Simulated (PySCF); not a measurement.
Computed structure and properties of [Eu(S2)2]−

System: [Eu(S2)2]− (singlet in the valence; each metal's 4f electrons, 6 of them, lie in its core potential, out of spins and levels); start: template (D2d). Method: PySCF 2.14.0, RKS r2SCAN, Eu lcecp-1-SVP with ECP52, S def2-SVP; non-relativistic Hamiltonian with scalar-relativistic core potentials where named; density fitting; no spin-orbit coupling.

Input of the relaxation:

```python
mol = gto.M(atom='''
Eu     0.00000     0.00000     0.00000
S      0.73190     0.73190     2.53780
S     -0.73190    -0.73190     2.53780
S      0.73190    -0.73190    -2.53780
S     -0.73190     0.73190    -2.53780''',
    basis={'Eu': 'lcecp-1-SVP', 'S': 'def2-SVP'},
    ecp={'Eu': 'lcecp-1-SVP'},
    charge=-1, spin=0)
mf = dft.RKS(mol, xc='R2SCAN')
mf.grids.atom_grid = (50, 194)  # f atoms: unpruned, at least (60, 302)
mf = mf.density_fit()  # fitting sets: Eu AutoAux, S def2-universal-JKFIT
mf.conv_tol = 1e-08; mf.max_cycle = 55
mf.kernel(dm0)  # dm0: converged density of the start geometry
# quasi-Newton relaxation in Cartesian coordinates to a largest gradient under 0.00045 Eh/bohr, steps kept in the point group
```

Run from Python with OMP_NUM_THREADS=2; the lines above give its settings. Where DIIS fails, smearing, a level shift and second-order steps follow.
It took 19 s on 2 threads of AMD EPYC 9R45 96-Core Processor (Zen 5), with other jobs on the host, from the converged density of the start.

Course of the relaxation:

```json
{"step": "0", "energy above end (eV)": "0.3135", "largest force component within the symmetry (eV/Å)": "0.886"}
{"step": "1", "energy above end (eV)": "0.0779", "largest force component within the symmetry (eV/Å)": "0.457"}
{"step": "2", "energy above end (eV)": "0.0028", "largest force component within the symmetry (eV/Å)": "0.103"}
{"step": "3", "energy above end (eV)": "0.0001", "largest force component within the symmetry (eV/Å)": "0.026"}
{"step": "4", "energy above end (eV)": "0.0000", "largest force component within the symmetry (eV/Å)": "0.013"}
{"step": "5", "energy above end (eV)": "0.0000", "largest force component within the symmetry (eV/Å)": "0.000"}
```

Relaxed geometry (D2d):

```xyz
5

Eu    0.0000    0.0000    0.0000
S     0.7713    0.7713    2.4112
S    -0.7713   -0.7713    2.4112
S     0.7713   -0.7713   -2.4112
S    -0.7713    0.7713   -2.4112
```

| contact | Å |
| --- | --- |
| Eu1–S2 (S2) | 2.646 |
| Eu1–S4 (S2) | 2.646 |

On the finer grid (75, 302):

| Quantity | Value |
| --- | --- |
| HOMO | -0.54 eV |
| LUMO | 1.57 eV |
| Dipole about the centre of mass | 0.00 D |
| Set of Mulliken populations of Eu1 outside the core potential | s 2.26, p 6.30, d 1.66, f 0.05 |
| D3(BJ) dispersion energy (not in the energies) | -0.060 eV |

```
atom  Mulliken (e)  Löwdin (e)  spin (e)
 Eu1          0.74       -0.38      0.00
  S2         -0.43       -0.15      0.00
  S3         -0.43       -0.15      0.00
  S4         -0.43       -0.15      0.00
  S5         -0.43       -0.15      0.00
```

The 4f levels lie in the core potential and are missing. Their spin isn't counted.

No frequency check is given for this geometry.

Rigid scan of S2 along the line from its metal:

(distance to the ligand's centre (Å), energy (eV)): (2.11, 0.863), (2.21, 0.344), (2.31, 0.077), (2.41, 0.000), (2.51, 0.064), (2.61, 0.231), (2.71, 0.469), (2.86, 0.913)

One start shape was tried, so this needn't be the lowest isomer.

An lcecp potential fixes the number of 4f electrons, so in runs with it no electron can move into or out of that shell.
